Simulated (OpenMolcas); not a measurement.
# V4+: moving the ligands

V4+ with 6 ligands (chloride) in trigonal prismatic coordination (D3h) at 2.34 Å, a polar angle of 46.6° against the regular 49.1°. A charge of +0.333 e stands 3.2 Å behind each ligand. Ligand basis ANO-RCC-VDZP.

- Program: OpenMolcas 26.06
- Method: CASSCF
- Basis: ANO-RCC-VDZP [5s4p2d1f]
- Scalar Hamiltonian: DKH2, point nucleus
- Active space: 1 electron in 5 orbitals (3d)
- State averaging: 2S+1 = 2 even, 5 roots
- Spin-orbit coupling: RASSI with atomic mean-field integrals over the reference wave functions

Runs around this geometry, states (labels of D3, the rotations of D3h). Energies in cm-1 above the lowest state or level, χT in cm3 K/mol.

```
R (Å)  Polar angle / regular  Ground state  First state of that spin  First gap with spin-orbit (degeneracies)  χT at 300 K
 2.34                  0.893           2A1                  2E 309.4                              139.6 (2, 2)        0.383
 2.23                   0.95           2A1                   2E 2246                               2087 (2, 2)        0.375
 2.34                   0.95           2A1                  2E 948.3                              779.6 (2, 2)        0.376
  2.4                   0.95           2A1                  2E 375.2                              202.6 (2, 2)        0.381
```

Taking the first state of the same spin as R^-n, n = -ln(375.2 / 2246) / ln(2.4 / 2.23) = 24.4 between the shortest and longest distance.

Ligand-to-metal charge-transfer states are missing. With metal d orbitals alone and no dynamic correlation the field as a rule comes out too small, by tens of per cent, by up to half for chloride and softer ligands. The least metal-like active orbital is 75 % on the metal (Löwdin) and no ligand orbital is active, so the numbers are rough (holds for R = 2.34, ratio = 0.893). The least metal-like active orbital is 74 % on the metal (Löwdin) and no ligand orbital is active, so the numbers are rough (holds for R = 2.23, ratio = 0.95). The least metal-like active orbital is 76 % on the metal (Löwdin) and no ligand orbital is active, so the numbers are rough (holds for R = 2.34, ratio = 0.95; R = 2.4, ratio = 0.95). No measured value stands beside these numbers; the geometry was imposed, not optimised, and the real ion may take another.
